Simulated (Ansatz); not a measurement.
Cost and result for the atomization energy of GeH3IO, SMILES `[OH][GeH2][I]` (6 atoms, 5 bonds).

```xyz
6

O     1.2451   -0.0170    0.7293
Ge   -0.1129    0.2071   -0.3816
I    -2.2785   -0.1460    0.8521
H     1.2438   -0.8779    1.1552
H    -0.0779   -0.8279   -1.5157
H    -0.0197    1.6617   -0.8393
```

Charge 0, multiplicity 1. Correlated methods include outer-core shells of Ge, I, which these sets cover unevenly. Scalar relativity is left out up to krypton. I takes the def2 core potential. All single points use the PBE0-D4/def2-TZVP geometry. It is one conformer, not always the lowest. Program: Ansatz. All runs use 4 threads of a server CPU on a shared host. Times are those of one run each, without the atoms' runs, and a repeat can differ threefold. Electronic energies, without spin–orbit coupling; frozen cores. CCSD(T)/CBS adds CCSD(T) − MP2 in def2-TZVPP to the MP2 limit, and its time is that of the two runs behind it. T1 = 0.010. With those shells the extrapolation isn't a true limit. B3LYP takes the VWN-RPA correlation (the form of Gaussian; ORCA's B3LYP/G). HSE06 is the plane-wave form, built on full-range PBE exchange.

CCSD(T)/CBS is a level of theory with its own doubt, some kJ/mol a heavy atom from the limit and from the frozen cores, so smaller differences don't rank the functionals.

| level | functions | wall time |
| --- | --- | --- |
| BLYP-D4/def2-TZVPP | 171 | 3.5 s |
| PBE-D4/def2-TZVPP (with forces) | 171 | 4.5 s |
| HSE06-D4/def2-TZVPP | 171 | 5.5 s |
| PBE0-D4/def2-TZVPP | 171 | 5.5 s |
| CAM-B3LYP-D4/def2-TZVPP | 171 | 6.5 s |
| B3LYP-D4/def2-TZVPP (with forces) | 171 | 7.5 s |
| B2PLYP/def2-TZVPP | 171 | 11 s |
| CCSD(T)/def2-SVP | 87 | 12 s |
| ωB97X-V/def2-TZVPP | 171 | 15 s |
| ωB97M-V/def2-TZVPP (with forces) | 171 | 19 s |
| MP2/def2-QZVPP | 318 | 27 s |
| CCSD(T)/def2-TZVPP | 171 | 2.4 min |
| CCSD(T)/CBS(def2) | – | 2.8 min |

Problem. What atomization energy does each give, and how far from CCSD(T)/CBS? (Best estimate.)

Solution. The calculation gave: 
```tsv
level	atomization (kJ/mol)	difference from CCSD(T)/CBS	per bond
BLYP-D4/def2-TZVPP	1678.2	-44.7	-8.9
PBE-D4/def2-TZVPP (with forces)	1711.3	-11.6	-2.3
HSE06-D4/def2-TZVPP	1677.9	-45.0	-9.0
PBE0-D4/def2-TZVPP	1676.9	-46.0	-9.2
CAM-B3LYP-D4/def2-TZVPP	1689.2	-33.7	-6.7
B3LYP-D4/def2-TZVPP (with forces)	1679.9	-43.0	-8.6
B2PLYP/def2-TZVPP	1673.5	-49.4	-9.9
CCSD(T)/def2-SVP	1565.5	-157.4	-31.5
ωB97X-V/def2-TZVPP	1707.4	-15.5	-3.1
ωB97M-V/def2-TZVPP (with forces)	1684.4	-38.5	-7.7
MP2/def2-QZVPP	1732.4	9.5	1.9
CCSD(T)/def2-TZVPP	1672.2	-50.7	-10.1
CCSD(T)/CBS(def2)	1722.9	0.0	0.0
```

In def2-TZVPP, CCSD(T) changes the Hartree–Fock value by +506.9 kJ/mol (the triples alone add +31.2 kJ/mol) and MP2 by +537.4 kJ/mol; breaking electron pairs costs correlation energy, which Hartree–Fock lacks. From PBE to PBE0 (25 % exact exchange), in def2-TZVPP and without D4, the atomization energy moves by −32.7 kJ/mol: exact exchange takes away binding that semilocal exchange gives to molecules. At CCSD(T), def2-SVP lies −157.3 kJ/mol from the extrapolated value and def2-TZVPP −50.7 kJ/mol: correlation converges slowly with the basis, and small sets miss more of it in the bonded molecule than in its fragments.

Spin–orbit coupling would lower the free I atoms strongly, and the atomization energy with them, by more than many differences here. For some Ge, Se and Sn compounds the MP2-based and the directly extrapolated limit differ by 10 to 25 kJ/mol.
